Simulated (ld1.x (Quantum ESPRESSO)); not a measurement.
## cerium (Ce): variants of one RRKJ potential

Base potential:

- Element: cerium
- Generator: ld1.x (Quantum ESPRESSO) 7.5
- Type: norm-conserving RRKJ (Kleinman–Bylander form)
- Functional: BP86
- Relativity: scalar-relativistic
- Frozen core: [Kr] 4d10
- Valence charge: 12
- Reference configuration: 4f1 5s2 5p6 5d1 6s2 6p0
- Partial waves: 5p (bound): rc 2.90 bohr; 5d (bound): rc 3.35 bohr; 4f (bound): rc 1.30 bohr; 5s (bound): rc 1.75 bohr
- Local potential: the s channel
- Core correction: a·sin(br)/r model core, default radius (core density twice the valence density)
- rho0: 0.02

Occupied shells without a wave of their own: 6s. They enter only through the test configuration that unscreens the potential, and ld1.x also counts them in the model core charge.

All-electron outer shells of the reference configuration (BP86, scalar-relativistic, ld1.x):

| shell | level (eV) | outermost node (bohr) | outermost maximum (bohr) |
| --- | --- | --- | --- |
| 4p | -211.14 | 0.33 | 0.62 |
| 4d | -110.57 | 0.31 | 0.66 |
| 5s | -40.69 | 0.75 | 1.37 |
| 5p | -23.31 | 0.81 | 1.55 |
| 4f | -5.49 | – | 0.71 |
| 6s | -3.88 | 1.82 | 3.72 |
| 5d | -3.17 | 0.92 | 2.18 |
| 6p | -1.43 | 2.15 | 4.90 |

Cutoffs, loose and tight: the cutoffs (Ry, on a coarse ladder) from which the occupation-weighted sum of valence levels, in a spherical-Bessel basis at the reference potential, stays within 10 and 1 mRy of its value at 400 Ry. They do not see the model core or the augmentation charge, which bear on the density cutoff. Test errors are all-electron minus pseudo excitation energies from the reference, over the configurations 4f1 5s2 5p6 5d1 6s1 6p0; 4f1 5s2 5p6 5d1 6s0 6p0; 4f1 5s2 5p6 5d0 6s0 6p0; 4f1 5s2 5p5 5d1 6s2 6p0; 4f1 5s2 5p6 5d1 6s0 6p1; 4f1 5s2 5p6 5d1.5 6s1.5 6p0; 4f2 5s2 5p6 5d0 6s1 6p0. A dash means not determined; rows that change the core or the reference have their own tests.

With those shells counted twice in exchange and correlation these files are broken, and their errors move erratically; no question is asked of them.

The default core radius of the base comes out at 1.09 bohr.

| change | outcome | cutoff, loose | cutoff, tight | bound ghosts | largest test error (meV) |
| --- | --- | --- | --- | --- | --- |
| base | generated | 120 Ry | 140 Ry | none | -1466 |
| reference 4f1 5s2 5p6 5d1 6s1 6p0 | generated | 120 Ry | 140 Ry | none | -680 |
| core correction a·sin(br)/r model core inside 1.40 bohr | generated | 120 Ry | 140 Ry | none | -1466 |
| wave 5s (bound): rc 1.75 bohr becomes 5s (bound): rc 1.86 bohr | generated | 120 Ry | 140 Ry | none | -1686 |
| wave 5d (bound): rc 3.35 bohr becomes 5d (bound): rc 3.60 bohr | generated | 120 Ry | 140 Ry | none | -1447 |
| wave 5p (bound): rc 2.90 bohr becomes 5p (bound): rc 3.54 bohr | generated | 120 Ry | 140 Ry | none | -1475 |
| wave 4f (bound): rc 1.30 bohr becomes 4f (bound): rc 1.00 bohr | generated | 200 Ry | 230 Ry | none | -1467 |
| all radii but the core radius scaled by about 1.18 (s 2.06, p 3.42, d 3.96, f 1.54 bohr) | generated, misses its reference levels by 0.30 eV | 90 Ry | 110 Ry | none | -2462 |
